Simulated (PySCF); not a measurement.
Geometry:
| atom | x (Å) | y (Å) | z (Å) |
| --- | --- | --- | --- |
| C1 | -2.618 | -0.381 | 0.056 |
| C2 | -1.127 | -0.202 | 0.031 |
| C3 | -0.388 | -0.386 | -1.143 |
| C4 | 0.988 | -0.191 | -1.182 |
| C5 | 1.692 | 0.200 | -0.032 |
| N6 | 3.067 | 0.346 | -0.050 |
| C7 | 0.958 | 0.384 | 1.151 |
| C8 | -0.418 | 0.185 | 1.173 |
| H9 | -2.972 | -0.680 | 1.054 |
| H10 | -3.143 | 0.552 | -0.209 |
| H11 | -2.944 | -1.150 | -0.661 |
| H12 | -0.903 | -0.693 | -2.058 |
| H13 | 1.533 | -0.352 | -2.117 |
| H14 | 3.483 | 0.521 | -0.956 |
| H15 | 3.462 | 0.923 | 0.680 |
| H16 | 1.479 | 0.680 | 2.066 |
| H17 | -0.958 | 0.335 | 2.113 |

Computational details: couplings computed with B3LYP/pcJ-1 (spin–dipole term only in couplings to heteroatoms), PBE0-D3(BJ)/def2-SVP structure, shieldings: GIAO PBE0/pcSseg-1, in PySCF 2.14 (no solvent, single conformer, one averaged value for each set of equivalent atoms, no relativistic terms).

References, each an isolated molecule treated in the same way: TMS for 1H (σref 31.27).

The spectrum was simulated from the full spin Hamiltonian at 500 MHz with 0.6 Hz Lorentzian lines, from shifts rounded to 0.01 ppm and J to 0.1 Hz, couplings under 1 Hz left out. Exchangeable protons (2H) are left uncoupled and out of the list.

Q: List the maxima of its 1H spectrum with integrals.

A: 
```tsv
region	integral (H)	ppm	Hz	height
1	2	7.055	3527.3	3
1		7.049	3524.6	20
1		7.046	3522.9	7
1		7.035	3517.2	7
1		7.031	3515.6	22
1		7.026	3512.9	3
2	2	6.494	3247.2	3
2		6.489	3244.4	22
2		6.486	3242.8	7
2		6.474	3237.1	7
2		6.471	3235.4	20
2		6.465	3232.7	3
3	3	2.210	1105.0	100
```

Q: Summarise it as multiplets with assignments.

A: 1H NMR (500 MHz, computed): δ 7.04 (d, J = 9.0 Hz, 2H, H12/H17), 6.48 (d, J = 9.0 Hz, 2H, H13/H16), 2.92 (br s, 2H, H14/H15), 2.21 (s, 3H, H9/H10/H11). These are first-order names; overlap and second-order distortion can hide them in the list.

Exchangeable OH/NH protons stand at their gas-phase positions; hydrogen bonding in a real sample shifts them, mostly to higher δ. Splittings below 1 Hz are ignored in the labels, and close J values are merged. Couplings among chemically equivalent protons are left out too, so labels in AA′BB′ or AA′XX′ sets are apparent multiplicities. Unscaled 3J(H,H) at this level run about 10 % above measured values.
